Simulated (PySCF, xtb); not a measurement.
C2H8O2Si2, SMILES O1[C@H](C)[SiH2][Si@H]1O.

GFN2-xTB (xtb) at its own geometry gives an orbital gap of 3.89 eV and a dipole moment of 1.56 D.

Geometry: ωB97X-D3(BJ)/def2-SVP. The structure was generated by enumeration; whether it is a known compound was not checked. One conformer was computed; it need not be the lowest.

**Question.** What does r2SCAN/def2-TZVP (PySCF) give? (Estimate from the structure and the level; the computed values follow.)

**Answer.** gap 5.57 eV (levels -6.44 and -0.87 eV), dipole 1.92 D.
